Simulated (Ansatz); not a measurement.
`C=[C](F)[GaH2]` + H₂ → `C=[CH][GaH2]` + H–F at 500 K and 1 bar (hydrogenolysis of a C–F bond).

Isolated molecules relaxed with PBE0-D4/def2-TZVP in Ansatz; ΔE leaves out vibrations. CCSD(T)/CBS is the MP2 limit (def2-TZVPP, def2-QZVPP) plus CCSD(T) − MP2 in def2-TZVPP, frozen cores. This one scheme is used for every species. For Ga outer-core shells are correlated without core-valence functions, which leaves a few kJ/mol of doubt a bond. Scalar relativity is left out up to krypton.

```csv
species,CCSD(T)/CBS energy (Eh),H − E (kJ/mol),S (J/(mol·K))
`C=[C](F)[GaH2]`,-2102.18893,162.2,371.0
H₂,-1.17544,41.0,145.5
`C=[CH][GaH2]`,-2003.00582,178.3,344.1
H–F,-100.39570,39.4,188.7
```

H − E and S are ideal-gas, rigid-rotor, harmonic terms from PBE0-D4/def2-TZVP. The MP2-based limit puts H₂ 0.8 mEh under its directly extrapolated value; such offsets cancel only in part. 1 Eh = 2625.50 kJ/mol, R = 8.31446 J/(mol·K).

Question: By hand: ΔE, ΔH, ΔS and ΔG.

Answer: ΔE = (-2003.00582) + (-100.39570) − (-2102.18893) − (-1.17544) = -0.03715 Eh = -97.5 kJ/mol. Δ(H − E) = 178.3 + 39.4 − 162.2 − 41.0 = 14.5, so ΔH = -83.0 kJ/mol. ΔS = 344.1 + 188.7 − 371.0 − 145.5 = 16.3 J/(mol·K). ΔG = -83.0 − 500 × (16.3)/1000 = -91.2 kJ/mol.

Question: By hand: the equilibrium constant, and the temperature at which ΔG would vanish if ΔH and ΔS stayed fixed.

Answer: log₁₀ K = −ΔG/(RT ln 10) = 9.5. ΔH and −TΔS have one sign here, so there is no such temperature.

ΔH outweighs TΔS. A doubt of 5 kJ/mol in ΔE shifts log₁₀ K by 0.5 here. These are equilibria of isolated gas molecules and say nothing of rates. Largest T1 diagnostic: 0.013 (customary marks: 0.02 for closed shells, 0.045 for open ones).
